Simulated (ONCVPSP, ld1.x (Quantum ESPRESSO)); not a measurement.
# Hardness and transferability of assorted potentials

Generated with ld1.x 7.5 (TM, RRKJ, ultrasoft, PAW), atompaw 4.2 or ONCVPSP 4.0.1. The cutoff is in Ry: for ld1.x and atompaw files where the sum of valence levels is converged to 10 mRy in a Bessel basis, for ONCV files where the hardest occupied wave has 1 mHa per electron of residual kinetic energy. The error is the largest all-electron minus pseudo excitation energy over each file’s own four to seven test configurations (ionisations up to +4, promotions, holes and added fractions of an electron), all of which were solved. The labels leave out finer settings (local radius, basis sizes, second energies), which also bear on the numbers. Spin-polarised tests are not counted. The rows are a selection from randomly drawn settings: files with unsolved tests, undetermined cutoffs or missed reference levels are left out.

A true bound ghost makes a file unfit for plane-wave use even where its test errors are small: the radial tests pick states by their node count and pass the ghost by.

```tsv
element	potential	cutoff (Ry)	largest error (meV)	bound ghosts
He	ONCV, PBE, scalar-relativistic, rc 0.58/0.58 (sp), local smoothed, core correction no, reference 1s1, qcut 17.1/15.1, projectors 2/1	171	+7.4	none
Ar	ONCV, PBEsol, scalar-relativistic, rc 1.10/1.00 (sp), local smoothed, core correction yes, reference 3s2 3p6, qcut 6.5/9, projectors 2/2	38	+36	none
Ca	ONCV, PBEsol, fully relativistic, rc 1.85/1.95/1.55 (spd), local smoothed, core correction yes, reference 3s2 3p6 4s1, qcut 4.9/8.9/6.6, projectors 2/2/2	32	-1.0	none
Re	TM, PBE, scalar-relativistic, rc 2.55/3.75/2.25 (spd), local p, core correction no, reference 5d5 6s2 6p0	35	-92	none
Au	ONCV, PBEsol, scalar-relativistic, rc 1.40/1.40/1.75/0.65 (spdf), local smoothed, core correction no, reference 4f14 5s2 5p6 5d10 6s1, qcut 7.4/9.7/10.2/25.4, projectors 2/2/2/1	565	-250	s, p
Hg	ONCV, PBE, scalar-relativistic, rc 2.45/2.65/1.70/2.15 (spdf), local d, core correction yes, reference 5d10 6s2, qcut 2.7/2.7/9/4.9, projectors 2/1/0/3	46	-164	s, p
```

**Question.** Fill in the row for Cs: ONCV, PBEsol, fully relativistic, rc 2.90/2.70/2.80 (spd), local smoothed, core correction yes, reference 5s2 5p6 6s1, qcut 3.8/5.6/4.1, projectors 2/3/2.

**Answer.** cutoff 17 Ry, largest error -149 meV, bound ghosts: none.
